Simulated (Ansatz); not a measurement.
Input for Ansatz (a program for electronic structure): R-B3LYP/def2-TZVPP on C2H6AlCl (SMILES [CH3][Al]([CH3])[Cl]), atoms moved off the minimum.

Ansatz 0.2 input:
```yaml
crystal:
  periodic: [false, false, false]
  atoms:
    - {symbol: Al, position_ang: [0.17911406, -0.37714023, 0.22264659]}
    - {symbol: C, position_ang: [2.04924671, -0.55899682, -0.34103073]}
    - {symbol: H, position_ang: [2.65318133, -1.32980696, 0.32783582]}
    - {symbol: H, position_ang: [2.66832956, 0.23230249, -0.33521719]}
    - {symbol: H, position_ang: [2.06631519, -0.91601151, -1.40014204]}
    - {symbol: C, position_ang: [-0.80425611, -1.12711794, 1.86451039]}
    - {symbol: H, position_ang: [-1.58763778, -1.56463295, 1.50401390]}
    - {symbol: H, position_ang: [-0.95063299, -0.23744253, 2.45283218]}
    - {symbol: H, position_ang: [0.12256297, -1.79082463, 2.30030129]}
    - {symbol: Cl, position_ang: [-0.88334408, 1.09615051, -0.88563192]}
basis:
  gaussian:
    orbitals: def2-TZVPP
hamiltonian:
  xc: {name: B3LYP}
scf: {lower_state_search: off}
output: {forces: true}
```

It printed:

```
WARN ansatz: RAYON_NUM_THREADS=4 ignored (pool sized by the plan → 4); use --threads N
Functional definition: B3LYP
these checks for a lower state are left out or cut short: stability, starts, cluster_reference, orbital_swaps, neighbouring_geometries, increment
integrals: 0.16 GiB planned
1320 factors; their error is unknown
mean field: 1.33 GiB planned
mean field evaluation 1: about -21281.0568 eV, gradient 8.0e1 eV
mean field evaluation 2: about -21271.4918 eV, gradient 9.1e1 eV
mean field evaluation 4: about -21295.5189 eV, gradient 4.8e0 eV
mean field evaluation 8: about -21295.5904 eV, gradient 3.8e-1 eV
mean field evaluation 16: about -21295.5906 eV, gradient 3.3e-4 eV
mean field -21295.59057738 eV, -782.5985190490 hartree, gradient 6.0e-6 eV, S^2 0.000000; 0 other end points of the search recorded, 0 dependent functions left out
the calculation of the forces begins
reference -21295.59087056 eV, -782.5985298230 hartree; 24, 24 occupied and 206, 206 virtual orbitals, 1320 factors
Total energy: -21295.59087056 eV, -782.5985298230 hartree
Atom 0 at     0.179114    -0.377140     0.222647 Å, force    -0.112306     0.366790     0.745457 eV/Å
Atom 1 at     2.049247    -0.558997    -0.341031 Å, force    -0.739739    -4.692084     0.665323 eV/Å
Atom 2 at     2.653181    -1.329807     0.327836 Å, force    -1.339199     1.097817    -1.407713 eV/Å
Atom 3 at     2.668330     0.232302    -0.335217 Å, force     1.749926     3.303880     0.097361 eV/Å
Atom 4 at     2.066315    -0.916012    -1.400142 Å, force     0.011125    -0.057211     0.717713 eV/Å
Atom 5 at    -0.804256    -1.127118     1.864510 Å, force     8.398030     1.733158     0.829374 eV/Å
Atom 6 at    -1.587638    -1.564633     1.504014 Å, force    -4.685083    -2.959472    -1.343610 eV/Å
Atom 7 at    -0.950633    -0.237443     2.452832 Å, force    -0.344218     0.025703     0.468416 eV/Å
Atom 8 at     0.122563    -1.790825     2.300301 Å, force    -2.831540     1.228486    -0.669058 eV/Å
Atom 9 at    -0.883344     1.096151    -0.885632 Å, force    -0.106996    -0.047067    -0.103263 eV/Å
Dipole moment:     0.234516    -0.326221     0.158338 e Å
Checks for a lower state left out: stability, starts, cluster_reference, orbital_swaps, neighbouring_geometries, increment
```

The run converged.

Cost: around 8 core-seconds (rough).
